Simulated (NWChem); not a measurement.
System: C₃H₂F₄; SMILES FC(F)C=C(F)F

Here is an NWChem input.

```
start job
memory heap 200 mb stack 900 mb global 1100 mb
geometry units angstroms noautosym nocenter noautoz
  F     -1.217673     1.523035     0.000000
  C      0.065834     1.264321     0.000000
  F      0.753757     2.371842     0.000000
  C      0.595217     0.047095     0.000000
  C     -0.228215    -1.189158     0.000000
  F      0.061147    -1.941995     1.087251
  F      0.061147    -1.941995    -1.087251
  H      1.681384    -0.051564     0.000000
  H     -1.311243    -0.980617     0.000000
end
basis spherical
  * library 6-31+g*
end
dft
  xc b3lyp
  iterations 150
end
property
  response 1 0.0
end
task dft property
```

Output (shortened):

```
             Northwest Computational Chemistry Package (NWChem) 7.3.0
             --------------------------------------------------------

                             Geometry "geometry" -> ""
                             -------------------------

 Output coordinates in angstroms (scale by  1.889725989 to convert to a.u.)

  No.       Tag          Charge          X              Y              Z
 ---- ---------------- ---------- -------------- -------------- --------------
    1 F                    9.0000    -1.21767300     1.52303500     0.00000000
    2 C                    6.0000     0.06583400     1.26432100     0.00000000
    3 F                    9.0000     0.75375700     2.37184200     0.00000000
    4 C                    6.0000     0.59521700     0.04709500     0.00000000
    5 C                    6.0000    -0.22821500    -1.18915800     0.00000000
    6 F                    9.0000     0.06114700    -1.94199500     1.08725100
    7 F                    9.0000     0.06114700    -1.94199500    -1.08725100
    8 H                    1.0000     1.68138400    -0.05156400     0.00000000
    9 H                    1.0000    -1.31124300    -0.98061700     0.00000000

 Effective nuclear repulsion energy (a.u.)     311.6220305145

                              NWChem Property Module
                              ----------------------

                                 NWChem DFT Module
                                 -----------------

 Summary of "ao basis" -> "ao basis" (spherical)
 ------------------------------------------------------------------------------
       Tag                 Description            Shells   Functions and Types
 ---------------- ------------------------------  ------  ---------------------
 F                          6-31+g*                  8       18   4s3p1d
 C                          6-31+g*                  8       18   4s3p1d
 H                          6-31+g*                  2        2   2s

            General Information
            -------------------
          SCF calculation type: DFT
          Wavefunction type:  closed shell.
          No. of atoms     :     9
          No. of electrons :    56
           Alpha electrons :    28
            Beta electrons :    28
          Charge           :     0
          Spin multiplicity:     1
          Use of symmetry is: off; symmetry adaption is: off
          Maximum number of iterations: 150
          AO basis - number of functions:   130
                     number of shells:    60
          Convergence on energy requested:  1.00D-06
          Convergence on density requested:  1.00D-05
          Convergence on gradient requested:  5.00D-04

              XC Information
              --------------
                         B3LYP Method XC Potential
                     Hartree-Fock (Exact) Exchange  0.200
                        Slater Exchange Functional  0.800 local
                    Becke 1988 Exchange Functional  0.720 non-local
              Lee-Yang-Parr Correlation Functional  0.810
                  VWN I RPA Correlation Functional  0.190 local

             Grid Information
             ----------------
          Grid used for XC integration:  medium
          Radial quadrature: Mura-Knowles
          Angular quadrature: Lebedev.
          Tag              B.-S. Rad. Rad. Pts. Rad. Cut. Ang. Pts.
          ---              ---------- --------- --------- ---------
          F                   0.50       49          12.0       434
          C                   0.70       49          12.0       434
          H                   0.35       45          11.0       434
          Grid pruning is: on
          Number of quadrature shells:   433
          Spatial weights used:  Erf1

      Superposition of Atomic Density Guess
      -------------------------------------

 Sum of atomic energies:        -511.49996310

      Non-variational initial energy
      ------------------------------

 Total energy =    -514.213496
 1-e energy   =   -1328.986899
 2-e energy   =     503.151372
 HOMO         =      -0.281396
 LUMO         =       0.064495

   convergence    iter        energy       DeltaE   RMS-Dens  Diis-err
 ---------------- ----- ----------------- --------- --------- ---------
 d= 0,ls=0.0,diis     1   -514.6703347310 -8.26D+02  1.44D-02  1.84D+00
 d= 0,ls=0.0,diis     2   -514.5346049703  1.36D-01  7.81D-03  3.71D+00
 d= 0,ls=0.0,diis     3   -514.8721394671 -3.38D-01  1.59D-03  4.81D-02
 d= 0,ls=0.0,diis     4   -514.8751608606 -3.02D-03  8.02D-04  1.37D-02
 d= 0,ls=0.0,diis     5   -514.8765467700 -1.39D-03  2.06D-04  1.48D-03
  Resetting Diis
 d= 0,ls=0.0,diis     6   -514.8766967105 -1.50D-04  5.73D-05  5.39D-05
 d= 0,ls=0.0,diis     7   -514.8767030408 -6.33D-06  2.07D-05  2.43D-06
 d= 0,ls=0.0,diis     8   -514.8767029282  1.13D-07  8.93D-06  3.82D-06

         Total DFT energy =     -514.876702928244
      One electron energy =    -1330.473054707193
           Coulomb energy =      562.830835182529
    Exchange-Corr. energy =      -58.856513918095
 Nuclear repulsion energy =      311.622030514514

 Numeric. integr. density =       55.999988142418

                       DFT Final Molecular Orbital Analysis
                       ------------------------------------

 Vector   26  Occ=2.000000D+00  E=-4.205364D-01
              MO Center=  4.5D-02, -1.9D+00, -1.1D-08, r^2= 1.8D+00
   Bfn.  Coefficient  Atom+Function         Bfn.  Coefficient  Atom+Function
  ----- ------------  ---------------      ----- ------------  ---------------
    95      0.398665  6 F  pz               113      0.398665  7 F  pz
    99      0.255110  6 F  pz               117      0.255110  7 F  pz
    94      0.247627  6 F  py               112     -0.247627  7 F  py
    98      0.156047  6 F  py               116     -0.156047  7 F  py
    93     -0.126989  6 F  px               111      0.126989  7 F  px

 Vector   27  Occ=2.000000D+00  E=-3.682996D-01
              MO Center= -1.2D-01, -1.3D+00, -2.4D-10, r^2= 2.2D+00
   Bfn.  Coefficient  Atom+Function         Bfn.  Coefficient  Atom+Function
  ----- ------------  ---------------      ----- ------------  ---------------
    93      0.342314  6 F  px               111      0.342314  7 F  px
    75     -0.288862  5 C  px                97      0.225261  6 F  px
   115      0.225261  7 F  px               130      0.225240  9 H  s
   129      0.215897  9 H  s                 58      0.191957  4 C  py
    57      0.168343  4 C  px                60     -0.158378  4 C  s

 Vector   28  Occ=2.000000D+00  E=-2.994252D-01
              MO Center=  2.9D-01,  5.7D-01,  6.3D-10, r^2= 2.1D+00
   Bfn.  Coefficient  Atom+Function         Bfn.  Coefficient  Atom+Function
  ----- ------------  ---------------      ----- ------------  ---------------
    59      0.430787  4 C  pz                23      0.351827  2 C  pz
    63      0.288047  4 C  pz                41     -0.223713  3 F  pz
     5     -0.220143  1 F  pz                27      0.199637  2 C  pz
    45     -0.158270  3 F  pz                 9     -0.156566  1 F  pz
    94     -0.124706  6 F  py               112      0.124706  7 F  py

 Vector   29  Occ=0.000000D+00  E=-2.520454D-02
              MO Center=  2.2D-01,  4.8D-01,  8.0D-09, r^2= 3.0D+00
   Bfn.  Coefficient  Atom+Function         Bfn.  Coefficient  Atom+Function
  ----- ------------  ---------------      ----- ------------  ---------------
    23      0.551498  2 C  pz                27      0.538204  2 C  pz
    63     -0.373791  4 C  pz                59     -0.334011  4 C  pz
    67     -0.333906  4 C  pz                31      0.288726  2 C  pz
    81     -0.217193  5 C  pz                85     -0.187513  5 C  pz
    41     -0.185547  3 F  pz                 5     -0.175045  1 F  pz

 Vector   30  Occ=0.000000D+00  E=-3.351438D-03
              MO Center= -3.5D-01,  1.1D+00, -1.9D-08, r^2= 9.4D+00
   Bfn.  Coefficient  Atom+Function         Bfn.  Coefficient  Atom+Function
  ----- ------------  ---------------      ----- ------------  ---------------
    28      3.023329  2 C  s                 64     -2.840053  4 C  s
    82      1.965343  5 C  s                 65      0.978727  4 C  px
    10     -0.596624  1 F  s                 46     -0.547564  3 F  s
    24      0.497189  2 C  s                 84      0.320707  5 C  py
    29     -0.266850  2 C  px                 6     -0.237508  1 F  s

 Vector   31  Occ=0.000000D+00  E= 1.903510D-02
              MO Center= -2.3D-01, -5.4D-01,  2.3D-09, r^2= 1.2D+01
   Bfn.  Coefficient  Atom+Function         Bfn.  Coefficient  Atom+Function
  ----- ------------  ---------------      ----- ------------  ---------------
    82      5.530106  5 C  s                 64     -4.009109  4 C  s
    66      2.322050  4 C  py                83      1.658059  5 C  px
    84      1.631341  5 C  py                28     -1.581294  2 C  s
    65      1.164993  4 C  px                30      0.567246  2 C  py
    46     -0.424534  3 F  s                 10      0.319379  1 F  s

     Multipole analysis of the density
     ---------------------------------

     L   x y z        total         alpha         beta         nuclear
     -   - - -        -----         -----         ----         -------
     0   0 0 0     -0.000000    -28.000000    -28.000000     56.000000

[...]

 DFT Linear Response polarizability / au
 Frequency  =       0.0000000 / au
              X              Y              Z
 -----------------------------------------------
 X      36.3680667     -2.4958749     -0.0000000
 Y      -2.4958666     50.3105471      0.0000001
 Z      -0.0000000      0.0000001     30.5638679
 -----------------------------------------------
 Eigenvalues =      35.9347420     50.7438718     30.5638679
 Isotropic   =      39.0808272
 Anisotropic =      18.1023364
 -----------------------------------------------

 Magnetic Dipole Response Matrix (nonzero elements):

 Exiting AOResponse driver routine
```

Level: B3LYP/6-31+G* (spherical d). Geometry: optimised at PBE0/def2-SVP.
